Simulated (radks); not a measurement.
Species: Ga IV. Configuration: [Ne] 3s2 3p5 3d10 4p1 (not the ground configuration). All-electron calculation, Dirac Kohn-Sham, BP86, spin-unpolarised, spherical densities, point nucleus; open shells are shared between the two j in proportion to 2j + 1. Program: a radial shooting solver on a logarithmic mesh with Libxc functionals.

Unscreened Slater integrals over Kohn-Sham orbitals (eV). Large and small components are both included. Empty in this configuration: 4s1/2.

F0(4p3/2,4p3/2): 11.258
F2(4p3/2,4p3/2): 6.0078
F0(4p3/2,4p1/2): 11.320
G2(4p3/2,4p1/2): 6.0359
F0(4p3/2,3d5/2): 14.429
F2(4p3/2,3d5/2): 3.2816
G1(4p3/2,3d5/2): 1.2512
G3(4p3/2,3d5/2): 1.1140
F0(4p3/2,3d3/2): 14.437
F2(4p3/2,3d3/2): 3.2640
G1(4p3/2,3d3/2): 1.2373
G3(4p3/2,3d3/2): 1.1035
F0(4p3/2,4s1/2): 12.027
G1(4p3/2,4s1/2): 8.0526
F0(4p1/2,4p1/2): 11.382
F0(4p1/2,3d5/2): 14.573
G3(4p1/2,3d5/2): 1.1466
F0(4p1/2,3d3/2): 14.582
G1(4p1/2,3d3/2): 1.2815
F0(4p1/2,4s1/2): 12.107
G1(4p1/2,4s1/2): 8.1619
F0(3d5/2,3d5/2): 33.485
F2(3d5/2,3d5/2): 15.702
F4(3d5/2,3d5/2): 9.8101
F0(3d5/2,3d3/2): 33.582
F2(3d5/2,3d3/2): 15.745
G2(3d5/2,3d3/2): 15.724
G4(3d5/2,3d3/2): 9.8240
F0(3d5/2,4s1/2): 16.404
G2(3d5/2,4s1/2): 1.7375
F0(3d3/2,3d3/2): 33.680
F2(3d3/2,3d3/2): 15.789
F0(3d3/2,4s1/2): 16.415
G2(3d3/2,4s1/2): 1.7183
F0(4s1/2,4s1/2): 13.030
